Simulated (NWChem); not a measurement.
Molecule: BH$_{2}$S$_{2}$Cl; SMILES SB(S)Cl

```xyz
6

B      0.0000     0.0000     0.0112
Cl     0.0000     0.0000    -1.7607
S      1.6287     0.0000     0.8026
H      1.2020     0.0000     2.0962
S     -1.6287     0.0000     0.8026
H     -1.2020     0.0000     2.0962
```
Atoms are numbered in this order, from 1.

Computed with NWChem. Structure relaxed at the PBE-D3(BJ)/def2-SVP level. Level PBE/def2-SVP: single points from the atomic guess with DIIS by default; each run changes one setting, and all converged runs end within 0.3 mHa of each other.

Q: Which setting needs the most SCF iterations, or fails (occupation smearing of 0.005 Ha; no level shifting; core-Hamiltonian guess; no DIIS, 40 % damping; defaults; DIIS on 3 Fock matrices)?

A: no DIIS, 40 % damping, with 65 against 10 for the defaults.
| setting | SCF iterations |
|---|---|
| defaults | 10 |
| no level shifting | 10 |
| no DIIS, 40 % damping | 65 |
| occupation smearing of 0.005 Ha | 10 |
| core-Hamiltonian guess | 12 |
| DIIS on 3 Fock matrices | 10 |
